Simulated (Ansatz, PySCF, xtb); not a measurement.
Dimer: BiClH2 (SMILES [Cl][BiH2]) (first 4 atoms) with HF (SMILES F); geometry from B3LYP-D3(BJ)/def2-TZVP, rigid monomers moved along the line of their centres of mass till Cl1···H6 is 1.99 Å.
(charge 0, multiplicity 1):
| atom | x (Å) | y (Å) | z (Å) |
|---|---|---|---|
| Cl | 1.8430 | -0.7569 | 1.4460 |
| Bi | 0.2613 | 0.5801 | 0.0195 |
| H | -0.5686 | -0.8841 | -0.6133 |
| H | 1.3825 | 0.5393 | -1.3942 |
| F | -0.6863 | -0.5386 | 2.7717 |
| H | 0.2044 | -0.7602 | 2.5683 |

Counterpoise-corrected where a basis set is named; no monomer relaxation.

Cores are frozen in the correlated methods. Filled d and f shells under p-block atoms count as core.

Programs: Ansatz (a program for electronic structure); PySCF for the dispersion terms; xtb for the GFN methods.  In def2 rows elements past Kr take small-core potentials, without spin–orbit coupling.

```csv
level,interaction energy (kcal/mol)
GFN2-xTB,-6.93
HF/def2-TZVPPD,-2.00
PBE-D3(BJ)/def2-TZVPPD,-6.97
r2SCAN/def2-TZVPPD,-6.94
r2SCAN-D3(BJ)/def2-TZVPPD,-7.22
B3LYP-D4/def2-TZVPPD,-6.19
PBE0/def2-TZVPPD,-5.98
wB97X-V/def2-TZVPPD,?
CCSD/def2-SVPD,?
```

Q: Fill in the missing entries.

A: 
- wB97X-V/def2-TZVPPD, interaction energy (kcal/mol): -6.56
- CCSD/def2-SVPD, interaction energy (kcal/mol): -3.07
